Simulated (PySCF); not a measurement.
A calculated (UHF, PySCF 2.14, aug-cc-pVDZ-DK, scalar relativity by spin-free X2C-1e) atom or ion has these occupied shells.

```json
{"shell": "1s α", "electrons": "1", "orbital energy (eV)": "-9738.7", "rms radius, mean of both spins (bohr)": "0.0580"}
{"shell": "1s β", "electrons": "1", "orbital energy (eV)": "-9738.6", "rms radius, mean of both spins (bohr)": "0.0580"}
{"shell": "2s α", "electrons": "1", "orbital energy (eV)": "-1242.8", "rms radius, mean of both spins (bohr)": "0.244"}
{"shell": "2s β", "electrons": "1", "orbital energy (eV)": "-1242.7", "rms radius, mean of both spins (bohr)": "0.244"}
{"shell": "2p β", "electrons": "3", "orbital energy (eV)": "-1074.3", "rms radius, mean of both spins (bohr)": "0.219"}
{"shell": "2p α", "electrons": "3", "orbital energy (eV)": "-1074.3", "rms radius, mean of both spins (bohr)": "0.219"}
{"shell": "3s α", "electrons": "1", "orbital energy (eV)": "-167.25", "rms radius, mean of both spins (bohr)": "0.732"}
{"shell": "3s β", "electrons": "1", "orbital energy (eV)": "-166.98", "rms radius, mean of both spins (bohr)": "0.732"}
{"shell": "3p α", "electrons": "3", "orbital energy (eV)": "-114.93", "rms radius, mean of both spins (bohr)": "0.777"}
{"shell": "3p β", "electrons": "3", "orbital energy (eV)": "-114.92", "rms radius, mean of both spins (bohr)": "0.777"}
{"shell": "3d α", "electrons": "5", "orbital energy (eV)": "-30.190", "rms radius, mean of both spins (bohr)": "0.998"}
{"shell": "3d β", "electrons": "5", "orbital energy (eV)": "-30.158", "rms radius, mean of both spins (bohr)": "0.998"}
{"shell": "4s α", "electrons": "1", "orbital energy (eV)": "-16.966", "rms radius, mean of both spins (bohr)": "2.71"}
```

(1) Name the element and its charge.

Results:

(1) Zn⁺ (zinc, charge +1), in [Ar] 3d10 4s1, 2S determinant.
